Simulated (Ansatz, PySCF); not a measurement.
C₃H₅ClGeO, SMILES C=[C](Cl)[GeH2][CH]=O. Atoms are numbered in the order given.

```xyz
11

C     -2.4280    -0.2347    -0.7476
C     -1.3263     0.0205    -0.0377
Cl    -1.3681     1.1792     1.2949
Ge     0.4599    -0.7252    -0.3390
C      1.7186     0.8204    -0.6442
O      2.7575     0.6903    -1.2375
H     -3.3863     0.2469    -0.5318
H     -2.3887    -0.9489    -1.5749
H      0.4465    -1.6515    -1.5679
H      0.9115    -1.4831     0.9243
H      1.4058     1.8179    -0.2266
```

The structure is a stationary point at B3LYP-D3(BJ)/def2-SVP. This is a generated structure with no PubChem entry under its InChIKey; it may be hypothetical. Other conformers were not sampled.

Two levels are set side by side: PBE-D3(BJ)/def2-SVP (Ansatz, a program for electronic structure) and B3LYP-D3(BJ)/def2-SVP (Ansatz). Each level has its own optimised geometry; the coordinates shown are those of the second. Frequencies come from the Hessian of PySCF at each geometry. Differences are taken from unrounded values.

```csv
quantity,B3LYP-D3(BJ)
mean bond length (Å),1.467
bond C1–C2 (Å),1.335
bond C2–Cl3 (Å),1.766
bond C2–Ge4 (Å),1.959
bond Ge4–C5 (Å),2.017
bond C5–O6 (Å),1.203
bond C1–H7 (Å),1.094
bond C1–H8 (Å),1.094
bond Ge4–H9 (Å),1.539
bond Ge4–H10 (Å),1.541
bond C5–H11 (Å),1.126
highest harmonic wavenumber (cm⁻¹),3235
mean harmonic wavenumber (cm⁻¹),1079
zero-point energy (kcal/mol),41.63
```

**Question.** What does PBE-D3(BJ) give, and how far is it from B3LYP-D3(BJ)? (Estimate from the structure and the level; the computed values follow.)

**Answer.** 
| quantity | PBE-D3(BJ) | PBE-D3(BJ) minus B3LYP-D3(BJ) |
|---|---|---|
| mean bond length (Å) | 1.475 | 0.007 |
| bond C1–C2 (Å) | 1.345 | 0.010 |
| bond C2–Cl3 (Å) | 1.763 | -0.003 |
| bond C2–Ge4 (Å) | 1.962 | 0.003 |
| bond Ge4–C5 (Å) | 2.027 | 0.011 |
| bond C5–O6 (Å) | 1.211 | 0.008 |
| bond C1–H7 (Å) | 1.102 | 0.008 |
| bond C1–H8 (Å) | 1.101 | 0.008 |
| bond Ge4–H9 (Å) | 1.549 | 0.010 |
| bond Ge4–H10 (Å) | 1.551 | 0.010 |
| bond C5–H11 (Å) | 1.136 | 0.011 |
| highest harmonic wavenumber (cm⁻¹) | 3175 | -60 |
| mean harmonic wavenumber (cm⁻¹) | 1045 | -34 |
| zero-point energy (kcal/mol) | 40.34 | -1.29 |

GGA bonds tend to be longer and softer than those of functionals with exact exchange. Differences between two approximate levels are no errors against the true value.
